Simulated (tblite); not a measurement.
Species: C4H5BF2.
Numbering: `[CH3:1][C:2]#[C:3][CH2:4][B:5]([F:6])[F:7]` (hydrogens: H8, H9, H10 on C1; H11, H12 on C4)

Computed with GFN2-xTB (tblite), gas phase: Langevin dynamics at 300 K from the optimised GFN2-xTB geometry, time step 0.5 fs, friction 0.01 fs⁻¹, 2000 steps. The instantaneous temperature is 2·E(kin)/(3Nk) with all 3N coordinates.

```json
{"t (fs)": "0", "T (K)": "262", "E(pot) above start (eV)": "0.000", "C1–C2 (Å)": "1.447", "C2≡C3 (Å)": "1.198", "C3–C4 (Å)": "1.454", "C4–B5 (Å)": "1.581", "B5–F6 (Å)": "1.321", "C1–H8 (Å)": "1.090", "C3–C4–B5–F6 (°)": "179"}
{"t (fs)": "50", "T (K)": "268", "E(pot) above start (eV)": "0.406", "C1–C2 (Å)": "1.507", "C2≡C3 (Å)": "1.229", "C3–C4 (Å)": "1.467", "C4–B5 (Å)": "1.546", "B5–F6 (Å)": "1.309", "C1–H8 (Å)": "1.100", "C3–C4–B5–F6 (°)": "172"}
{"t (fs)": "100", "T (K)": "329", "E(pot) above start (eV)": "0.256", "C1–C2 (Å)": "1.470", "C2≡C3 (Å)": "1.178", "C3–C4 (Å)": "1.496", "C4–B5 (Å)": "1.513", "B5–F6 (Å)": "1.322", "C1–H8 (Å)": "1.063", "C3–C4–B5–F6 (°)": "174"}
{"t (fs)": "150", "T (K)": "224", "E(pot) above start (eV)": "0.382", "C1–C2 (Å)": "1.417", "C2≡C3 (Å)": "1.213", "C3–C4 (Å)": "1.416", "C4–B5 (Å)": "1.595", "B5–F6 (Å)": "1.341", "C1–H8 (Å)": "1.111", "C3–C4–B5–F6 (°)": "155"}
{"t (fs)": "200", "T (K)": "280", "E(pot) above start (eV)": "0.252", "C1–C2 (Å)": "1.454", "C2≡C3 (Å)": "1.178", "C3–C4 (Å)": "1.464", "C4–B5 (Å)": "1.563", "B5–F6 (Å)": "1.360", "C1–H8 (Å)": "1.129", "C3–C4–B5–F6 (°)": "143"}
{"t (fs)": "250", "T (K)": "242", "E(pot) above start (eV)": "0.338", "C1–C2 (Å)": "1.466", "C2≡C3 (Å)": "1.224", "C3–C4 (Å)": "1.487", "C4–B5 (Å)": "1.592", "B5–F6 (Å)": "1.318", "C1–H8 (Å)": "1.061", "C3–C4–B5–F6 (°)": "137"}
{"t (fs)": "300", "T (K)": "213", "E(pot) above start (eV)": "0.353", "C1–C2 (Å)": "1.456", "C2≡C3 (Å)": "1.213", "C3–C4 (Å)": "1.442", "C4–B5 (Å)": "1.660", "B5–F6 (Å)": "1.306", "C1–H8 (Å)": "1.098", "C3–C4–B5–F6 (°)": "123"}
{"t (fs)": "350", "T (K)": "334", "E(pot) above start (eV)": "0.403", "C1–C2 (Å)": "1.468", "C2≡C3 (Å)": "1.186", "C3–C4 (Å)": "1.475", "C4–B5 (Å)": "1.579", "B5–F6 (Å)": "1.346", "C1–H8 (Å)": "1.046", "C3–C4–B5–F6 (°)": "148"}
{"t (fs)": "400", "T (K)": "291", "E(pot) above start (eV)": "0.174", "C1–C2 (Å)": "1.440", "C2≡C3 (Å)": "1.197", "C3–C4 (Å)": "1.470", "C4–B5 (Å)": "1.589", "B5–F6 (Å)": "1.316", "C1–H8 (Å)": "1.093", "C3–C4–B5–F6 (°)": "135"}
{"t (fs)": "450", "T (K)": "329", "E(pot) above start (eV)": "0.248", "C1–C2 (Å)": "1.432", "C2≡C3 (Å)": "1.189", "C3–C4 (Å)": "1.459", "C4–B5 (Å)": "1.647", "B5–F6 (Å)": "1.325", "C1–H8 (Å)": "1.103", "C3–C4–B5–F6 (°)": "142"}
{"t (fs)": "500", "T (K)": "332", "E(pot) above start (eV)": "0.241", "C1–C2 (Å)": "1.436", "C2≡C3 (Å)": "1.217", "C3–C4 (Å)": "1.449", "C4–B5 (Å)": "1.593", "B5–F6 (Å)": "1.309", "C1–H8 (Å)": "1.091", "C3–C4–B5–F6 (°)": "168"}
{"t (fs)": "550", "T (K)": "223", "E(pot) above start (eV)": "0.304", "C1–C2 (Å)": "1.480", "C2≡C3 (Å)": "1.185", "C3–C4 (Å)": "1.460", "C4–B5 (Å)": "1.596", "B5–F6 (Å)": "1.309", "C1–H8 (Å)": "1.074", "C3–C4–B5–F6 (°)": "179"}
{"t (fs)": "600", "T (K)": "273", "E(pot) above start (eV)": "0.340", "C1–C2 (Å)": "1.447", "C2≡C3 (Å)": "1.188", "C3–C4 (Å)": "1.440", "C4–B5 (Å)": "1.580", "B5–F6 (Å)": "1.303", "C1–H8 (Å)": "1.106", "C3–C4–B5–F6 (°)": "163"}
{"t (fs)": "650", "T (K)": "344", "E(pot) above start (eV)": "0.322", "C1–C2 (Å)": "1.440", "C2≡C3 (Å)": "1.214", "C3–C4 (Å)": "1.434", "C4–B5 (Å)": "1.582", "B5–F6 (Å)": "1.374", "C1–H8 (Å)": "1.087", "C3–C4–B5–F6 (°)": "163"}
{"t (fs)": "700", "T (K)": "250", "E(pot) above start (eV)": "0.573", "C1–C2 (Å)": "1.479", "C2≡C3 (Å)": "1.173", "C3–C4 (Å)": "1.443", "C4–B5 (Å)": "1.550", "B5–F6 (Å)": "1.365", "C1–H8 (Å)": "1.059", "C3–C4–B5–F6 (°)": "163"}
{"t (fs)": "750", "T (K)": "239", "E(pot) above start (eV)": "0.367", "C1–C2 (Å)": "1.433", "C2≡C3 (Å)": "1.215", "C3–C4 (Å)": "1.478", "C4–B5 (Å)": "1.562", "B5–F6 (Å)": "1.284", "C1–H8 (Å)": "1.108", "C3–C4–B5–F6 (°)": "166"}
{"t (fs)": "800", "T (K)": "236", "E(pot) above start (eV)": "0.397", "C1–C2 (Å)": "1.412", "C2≡C3 (Å)": "1.191", "C3–C4 (Å)": "1.486", "C4–B5 (Å)": "1.551", "B5–F6 (Å)": "1.269", "C1–H8 (Å)": "1.094", "C3–C4–B5–F6 (°)": "151"}
{"t (fs)": "850", "T (K)": "275", "E(pot) above start (eV)": "0.413", "C1–C2 (Å)": "1.427", "C2≡C3 (Å)": "1.229", "C3–C4 (Å)": "1.472", "C4–B5 (Å)": "1.613", "B5–F6 (Å)": "1.294", "C1–H8 (Å)": "1.081", "C3–C4–B5–F6 (°)": "140"}
{"t (fs)": "900", "T (K)": "250", "E(pot) above start (eV)": "0.348", "C1–C2 (Å)": "1.447", "C2≡C3 (Å)": "1.172", "C3–C4 (Å)": "1.489", "C4–B5 (Å)": "1.555", "B5–F6 (Å)": "1.370", "C1–H8 (Å)": "1.093", "C3–C4–B5–F6 (°)": "153"}
{"t (fs)": "950", "T (K)": "358", "E(pot) above start (eV)": "0.312", "C1–C2 (Å)": "1.461", "C2≡C3 (Å)": "1.216", "C3–C4 (Å)": "1.459", "C4–B5 (Å)": "1.535", "B5–F6 (Å)": "1.337", "C1–H8 (Å)": "1.060", "C3–C4–B5–F6 (°)": "150"}
{"t (fs)": "1000", "T (K)": "284", "E(pot) above start (eV)": "0.289", "C1–C2 (Å)": "1.489", "C2≡C3 (Å)": "1.206", "C3–C4 (Å)": "1.456", "C4–B5 (Å)": "1.572", "B5–F6 (Å)": "1.302", "C1–H8 (Å)": "1.139", "C3–C4–B5–F6 (°)": "158"}
```

Question: From 500 fs on, how do temperature and potential energy compare with equipartition?

Answer: The mean temperature of these 11 frames is 279 K against the target 300 K, and the mean potential energy 0.36 eV against 30 × kT/2 = 0.39 eV for 30 classical harmonic modes. For 12 atoms in a canonical ensemble the temperature itself scatters by T·√(2/(3N)) = 71 K; here its standard deviation is 44 K. The whole run lasts only 10 friction times of 100 fs, so these averages carry a wide statistical error.

Question: What are the kinetic and total energies of the listed frame with the highest potential energy?

Answer: The one at 700 fs, 0.573 eV above the start. Its kinetic energy is 3NkT/2 = 0.389 eV at 250 K, so the sum is 0.96 eV; over the listed frames the sum runs from 0.41 to 0.96 eV, since the thermostat adds and removes energy.

Question: How much do the listed bonds fluctuate from 500 fs on?

Answer: 
```tsv
bond	at the start (Å)	mean (Å)	standard deviation (Å)
C1–C2	1.447	1.450	0.023
C2≡C3	1.198	1.201	0.019
C3–C4	1.454	1.461	0.018
C4–B5	1.581	1.572	0.022
B5–F6	1.321	1.320	0.035
C1–H8	1.090	1.090	0.022
```

The motion is classical and holds no zero-point motion.

The cost below is that of the whole dynamics run. Hardware: an Arm Neoverse V1 with one thread, no GPU, shared host with 32 logical CPUs at a one-minute load of 23. Cost: 8.1 s of wall time, 0.18 GiB resident at most.
